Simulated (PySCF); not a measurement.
PySCF input (M06-2X/def2-TZVPD):

```python
from pyscf import gto, scf, dft

mol = gto.M(
    atom='''
    Se   -0.00001182    0.05762557    0.00169855
    H    -1.06697200   -0.97993617   -0.02607717
    H     1.06737402   -0.97933327   -0.03167343
    ''',
    basis='def2-tzvpd',
    charge=1,
    spin=1,
    verbose=4,
)

mf = dft.UKS(mol, xc='m062x').density_fit(auxbasis='def2-universal-jkfit')
mf.grids.level = 4
mf.conv_tol = 1e-9
mf.max_cycle = 100
mf.max_memory = 1500
mf.kernel()
if not mf.converged:
    mf = mf.newton()
    mf.kernel(mf.make_rdm1())
for _ in range(2):
    mo, _, stable, _ = mf.stability(return_status=True)
    if stable:
        break
    mf.kernel(mf.make_rdm1(mo, mf.mo_occ))
mf.analyze()
```

End of the output:

```
Extra cycle  E= -2402.40822531072  delta_E= -1.18e-11  |g|= 3.23e-07  |ddm|= 1.56e-06
converged SCF energy = -2402.40822531072  <S^2> = 0.7557357  2S+1 = 2.0057275
uhf_internal: lowest eigs of H = [0.21211647 0.34949364 0.49572418]
<class 'pyscf.df.df_jk.DFUKS'> wavefunction is stable in the internal stability analysis
**** SCF Summaries ****
Total Energy =                       -2402.408225310715807
Nuclear Repulsion Energy =              24.422216136469991
One-electron Energy =                -3381.214088058098241
Two-electron Energy =                  954.383646610912251
Two-electron Coulomb Energy =         1042.033774322303316
DFT Exchange-Correlation Energy =      -87.650127711391065
HOMO-LUMO gap [eV] =                     6.723236032360938
**** MO energy ****
                             alpha | beta                alpha | beta
MO #1   energy= -456.692003236994  | -456.688430811208  occ= 1 | 1
MO #2   energy= -59.2568543564084  | -59.2550301199438  occ= 1 | 1
MO #3   energy= -53.3152422022672  | -53.3099488140075  occ= 1 | 1
MO #4   energy= -53.3109789977651  | -53.3092397090568  occ= 1 | 1
MO #5   energy= -53.310175221365   | -53.3080208833527  occ= 1 | 1
MO #6   energy= -8.49210555472658  | -8.48781045636542  occ= 1 | 1
MO #7   energy= -6.4344558003519   | -6.42341862700272  occ= 1 | 1
MO #8   energy= -6.42474073618087  | -6.42049551603612  occ= 1 | 1
MO #9   energy= -6.42153297476538  | -6.42048744201465  occ= 1 | 1
MO #10  energy= -2.70106784299358  | -2.69536349242282  occ= 1 | 1
MO #11  energy= -2.69936468543853  | -2.69466959251085  occ= 1 | 1
MO #12  energy= -2.69656429983085  | -2.69220475698594  occ= 1 | 1
MO #13  energy= -2.69250115623993  | -2.69185647118443  occ= 1 | 1
MO #14  energy= -2.69083152580853  | -2.69028247332645  occ= 1 | 1
MO #15  energy= -1.13273297430997  | -1.07664748080054  occ= 1 | 1
MO #16  energy= -0.776995308241204 | -0.76871108706689  occ= 1 | 1
MO #17  energy= -0.721402563913132 | -0.702959094779386 occ= 1 | 1
MO #18  energy= -0.659166652811669 | -0.412092283743535 occ= 1 | 0
MO #19  energy= -0.237122983836775 | -0.230683604734666 occ= 0 | 0
MO #20  energy= -0.211453573416119 | -0.200974673355444 occ= 0 | 0
MO #21  energy= -0.1276987619851   | -0.148308030771153 occ= 0 | 0
MO #22  energy= -0.118991336449257 | -0.118581123958927 occ= 0 | 0
MO #23  energy= -0.114749259640933 | -0.116817385054558 occ= 0 | 0
MO #24  energy= -0.112340440107471 | -0.106442526068563 occ= 0 | 0
MO #25  energy= -0.0978613157659183 | -0.0991860972772149 occ= 0 | 0
MO #26  energy= -0.0908463976329336 | -0.0980227137717985 occ= 0 | 0
MO #27  energy= -0.0857186098582582 | -0.0882324712671227 occ= 0 | 0
MO #28  energy= -0.00893958755622952 | -0.0145281295235149 occ= 0 | 0
MO #29  energy= -0.00565852196803263 | -0.00407461206122761 occ= 0 | 0
MO #30  energy= 0.0383954080096709 | 0.0414712728020916 occ= 0 | 0
MO #31  energy= 0.0558805281278003 | 0.0590904222450241 occ= 0 | 0
MO #32  energy= 0.0673600552468417 | 0.0691968522026608 occ= 0 | 0
MO #33  energy= 0.0702245434261781 | 0.0707708996703352 occ= 0 | 0
MO #34  energy= 0.0738822041480274 | 0.0741707782320898 occ= 0 | 0
MO #35  energy= 0.0749875051500382 | 0.0777076976574521 occ= 0 | 0
MO #36  energy= 0.130027222530302  | 0.0994336992818274 occ= 0 | 0
MO #37  energy= 0.139523865647206  | 0.14109512301896   occ= 0 | 0
MO #38  energy= 0.149458595692442  | 0.159107717266237  occ= 0 | 0
MO #39  energy= 0.154383177880239  | 0.169872877776107  occ= 0 | 0
MO #40  energy= 0.1788290022154    | 0.170216943236029  occ= 0 | 0
MO #41  energy= 0.199743070139401  | 0.170260065096351  occ= 0 | 0
MO #42  energy= 0.216228454513584  | 0.199346383213475  occ= 0 | 0
MO #43  energy= 0.335426088546011  | 0.335209925816682  occ= 0 | 0
MO #44  energy= 0.35112112665348   | 0.344986932999155  occ= 0 | 0
MO #45  energy= 0.416215455955831  | 0.416481122355535  occ= 0 | 0
MO #46  energy= 0.693087140582219  | 0.707356065503984  occ= 0 | 0
MO #47  energy= 0.945308908559208  | 0.957005150744712  occ= 0 | 0
MO #48  energy= 0.9611579459131    | 0.97315447099056   occ= 0 | 0
MO #49  energy= 0.961881717023106  | 0.982141138188908  occ= 0 | 0
MO #50  energy= 0.962995530868     | 0.983071935593335  occ= 0 | 0
MO #51  energy= 0.99300598021127   | 0.999335221520877  occ= 0 | 0
MO #52  energy= 1.01168778533233   | 1.03259986068137   occ= 0 | 0
MO #53  energy= 1.02347055806137   | 1.04078978358196   occ= 0 | 0
MO #54  energy= 1.0363471191077    | 1.05717278143971   occ= 0 | 0
MO #55  energy= 1.04376669379746   | 1.06006169318972   occ= 0 | 0
MO #56  energy= 1.07837250927131   | 1.09910404643733   occ= 0 | 0
MO #57  energy= 1.16279181378092   | 1.17310956581645   occ= 0 | 0
MO #58  energy= 1.20836515904272   | 1.21961062485236   occ= 0 | 0
MO #59  energy= 1.20879950055363   | 1.23685770241402   occ= 0 | 0
MO #60  energy= 1.37361715588225   | 1.38441640807446   occ= 0 | 0
MO #61  energy= 1.41859555725642   | 1.43655346502816   occ= 0 | 0
MO #62  energy= 1.54318496627286   | 1.54992034153513   occ= 0 | 0
MO #63  energy= 1.62982681510353   | 1.64539473554438   occ= 0 | 0
MO #64  energy= 1.67014279869538   | 1.68134831518779   occ= 0 | 0
MO #65  energy= 1.77613299071264   | 1.78329460629701   occ= 0 | 0
MO #66  energy= 2.15937364058471   | 2.17259257778877   occ= 0 | 0
MO #67  energy= 2.3487625791858    | 2.35992572956277   occ= 0 | 0
MO #68  energy= 2.55026311647317   | 2.55192608006116   occ= 0 | 0
MO #69  energy= 2.59993771490837   | 2.61110594275301   occ= 0 | 0
MO #70  energy= 3.26368026490336   | 3.30820304853478   occ= 0 | 0
MO #71  energy= 3.26450972902608   | 3.30847924773404   occ= 0 | 0
MO #72  energy= 3.307808516732     | 3.31396769666172   occ= 0 | 0
MO #73  energy= 3.3175912691351    | 3.32805420639332   occ= 0 | 0
MO #74  energy= 3.67236321889651   | 3.67703813656394   occ= 0 | 0
MO #75  energy= 6.59837548429233   | 6.61141990512859   occ= 0 | 0

To work with the spin densities directly, `use mulliken_meta_spin()` only printing them here.

 ** Mulliken spin pop alpha/beta on meta-lowdin orthogonal AOs **
 ** Mulliken Spin Density (per AO)  **
spin_pop of  0 Se 1s        0.00000
spin_pop of  0 Se 2s        0.00000
spin_pop of  0 Se 3s        0.00001
spin_pop of  0 Se 4s        0.02366
spin_pop of  0 Se 5s       -0.00027
spin_pop of  0 Se 6s        0.00010
spin_pop of  0 Se 7s        0.00001
spin_pop of  0 Se 2px       0.00000
spin_pop of  0 Se 2py       0.00000
spin_pop of  0 Se 2pz       0.00000
spin_pop of  0 Se 3px      -0.00000
spin_pop of  0 Se 3py      -0.00000
spin_pop of  0 Se 3pz       0.00005
spin_pop of  0 Se 4px       0.03522
spin_pop of  0 Se 4py       0.00672
spin_pop of  0 Se 4pz       0.98645
spin_pop of  0 Se 5px       0.00189
spin_pop of  0 Se 5py       0.00231
spin_pop of  0 Se 5pz       0.00865
spin_pop of  0 Se 6px       0.00001
spin_pop of  0 Se 6py      -0.00002
spin_pop of  0 Se 6pz       0.00009
spin_pop of  0 Se 7px       0.00005
spin_pop of  0 Se 7py       0.00005
[...]
```
